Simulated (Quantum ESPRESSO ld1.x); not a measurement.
Question: The mean radii <r> (bohr) of the occupied orbitals of an atom or ion are listed with their occupations. All-electron calculation, scalar-relativistic Kohn-Sham, PW91, spin-unpolarised, spherical densities, point nucleus. Program: ld1.x of Quantum ESPRESSO 7.5.

orbital  occ.     <r>
1s          2  0.5787
7s          1   61.55

Name the element and its charge.

Answer: Z = 3, lithium, charge 0: Li in [He] 7s1. The 1s radius gives Z: for a bare nucleus <r> = (2 gamma + 1)/(2Z) with gamma = sqrt(1 - (Z/c)^2), 0.4999 bohr for Z = 3, and screening makes it slightly larger (0.5787 here). The occupations add up to 3, and the charge is Z minus that.
